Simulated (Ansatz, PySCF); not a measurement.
Species: C$_{3}$H$_{5}$O, net charge 0, doublet state. It need not be the lowest isomer of its formula. 
Geometry from a B3LYP-D3(BJ)/def2-TZVP (Ansatz, a first-principles code) optimisation:
```
C
C 1 1.3039
H 2 1.0781 1 138.86
H 1 1.0945 2 119.98 3 -1.54
C 1 1.5072 4 114.96 2 178.36
H 5 1.0915 1 109.92 4 59.30
H 5 1.0940 6 108.20 1 -120.10
O 5 1.4245 6 105.34 7 -119.46
H 8 0.9640 5 107.99 6 -178.78
```
Charge 0, spin multiplicity 2.

Total electronic energies in hartree. Correlated levels leave the core frozen unless marked. Open shells are spin-unrestricted. Spin-orbit coupling is left out. No relativistic terms. CBS(X,Y): correlation extrapolated as X^-3; Hartree-Fock from the larger set. The bracket is a focal-point correction in the basis named.

The UHF reference is spin-contaminated (<S^2> 0.17 over the pure value in the largest basis). 

```
level                                                                 program  energy (Eh)
-------------------------------------------------------------  --------------  -----------
HF-D3(BJ)/def2-TZVPD                                            PySCF + dftd3   -191.40322
RI-HF/aug-cc-pVTZ                                                      Ansatz   -191.35589
RI-HF/aug-cc-pVQZ                                                      Ansatz   -191.36751
HSE06-D3(BJ)/def2-TZVPD                                        Ansatz + dftd3            …
MP2/6-31G                                                              Ansatz   -191.55136
MP2/6-31G*                                                             Ansatz   -191.79536
MP2/aug-cc-pVDZ                                                        Ansatz   -191.89209
CCSD/cc-pVDZ                                                           Ansatz   -191.89779
RI-MP2/CBS(aug-cc-pVTZ,aug-cc-pVQZ)+[CCSD(T)-MP2]/aug-cc-pVTZ          Ansatz    -192.2153
```

Question: Complete the blanks.

Answer: 
- HSE06-D3(BJ)/def2-TZVPD, energy (Eh): -192.27734
